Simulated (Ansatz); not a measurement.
Relaxation of SnTe2 with RKS PBE-D4/def2-SVP.

```sh
$ ansatz run in.yaml --threads 4 --pin off --events-out ev --progress --plain --max-ram 3916MiB
```

```yaml
crystal:
  periodic: [false, false, false]
  atoms:
    - {symbol: Sn, position_ang: [-0.247780, -1.250970, -0.914600]}
    - {symbol: Te, position_ang: [-1.098720, 1.164620, 0.050820]}
    - {symbol: Te, position_ang: [1.346490, 0.086350, 0.863780]}
basis:
  gaussian: {orbitals: def2-SVP}
hamiltonian: {xc: pbe, dispersion: d4}
scf: {omitted_lower_state_checks: [starts]}
output: {orbitals: {seedname: orbitals}}
relax: {f_tol: 0.02, max_steps: 100}
```

Run time 3.3 s (4 threads of Arm Neoverse V2 on a shared host).

Positions (Å) and forces (eV/Å) at steps 1, 2, 3, 4 of 4:

```xyz
3
step=1 energy=-20420.1068 eV
Sn   -0.248   -1.251   -0.915   -0.101   -0.517   -0.377
Te   -1.099    1.165    0.051   -0.552    0.525   -0.011
Te    1.346    0.086    0.864    0.653   -0.008    0.388
3
step=2 energy=-20420.0988 eV rejected
Sn   -0.255   -1.289   -0.942    0.098    0.497    0.363
Te   -1.159    1.212    0.043    0.533   -0.505    0.011
Te    1.414    0.077    0.899   -0.630    0.008   -0.375
3
step=3 energy=-20420.1387 eV
Sn   -0.252   -1.270   -0.929    0.008    0.040    0.029
Te   -1.128    1.188    0.048    0.050   -0.044    0.003
Te    1.380    0.082    0.881   -0.058    0.004   -0.033
3
step=4 energy=-20420.1390 eV
Sn   -0.251   -1.269   -0.928   -0.001   -0.004   -0.003
Te   -1.125    1.186    0.048   -0.006    0.005   -0.001
Te    1.376    0.083    0.880    0.007   -0.001    0.004
```

In the def2 sets Sn, Te take a core potential; there is no spin–orbit coupling. The structure comes from a short search, and lower isomers may exist.
